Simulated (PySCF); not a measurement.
# Radial density of Ar¹⁶⁺ (argon, charge +16)

UHF, 1s2, closed-shell 1S. Computed with PySCF 2.14 in an uncontracted even-tempered set (17 s from 12 bohr⁻², ratio 2.2; 7 p from 19 bohr⁻², ratio 2.4; 4 d from 56 bohr⁻², ratio 2.4; 3 f from 85 bohr⁻², ratio 2.4; 3 g from 130 bohr⁻², ratio 2.4), with scalar relativity by spin-free X2C-1e.

```tsv
r (bohr)	4πr²ρ (e/bohr)
0.00113	0.06890
0.00191	0.1821
0.00321	0.4735
0.00540	1.196
0.00908	2.874
0.0153	6.347
0.0257	12.12
0.0432	18.06
0.0726	17.74
0.122	8.653
0.206	1.306
0.346	0.02758
0.582	2.229e-05
```

Densities and radii are taken from the X2C orbitals without a picture-change correction, which distorts them close to the nucleus.
